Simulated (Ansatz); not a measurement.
Consider the redistribution: `NC[SiH](N)O` + `NBCBr` → `N[SiH](O)CBr` + `NBCN`.

Computed with Ansatz on PBE0-D4/def2-TZVP structures; ΔE is electronic, products minus reactants. CBS: MP2 limit from def2 TZ/QZ plus the TZ coupled-cluster correction, frozen cores. DFT in def2-TZVPP. For Br outer-core shells are correlated without core-valence functions, which leaves a few kJ/mol of doubt a bond. Scalar relativity is left out up to krypton. Each species was taken in one conformer, which may not be the lowest.

(1) Is it downhill or uphill in electronic energy at CCSD(T)/CBS, and by how much? (Best estimate.)

(2) What do these levels give: PBE-D4, MP2/def2-TZVPP, SCS-MP2/def2-TZVPP, CCSD(T)/def2-TZVPP, SCS-MP2/def2-QZVPP, MP2/CBS(def2)? (Best estimate.)

Largest T1 diagnostic among the species: 0.011.

Answers

(1) The calculation gave: Uphill: ΔE = +21.9 kJ/mol.

(2) The calculation gave: PBE-D4 23.6, MP2/def2-TZVPP 22.8, SCS-MP2/def2-TZVPP 21.5, CCSD(T)/def2-TZVPP 22.1, SCS-MP2/def2-QZVPP 21.3, MP2/CBS(def2) 22.7 kJ/mol.

In def2-TZVPP, CCSD(T) changes the Hartree–Fock value by +4.5 kJ/mol (the triples alone add +0.8 kJ/mol) and MP2 by +5.2 kJ/mol.
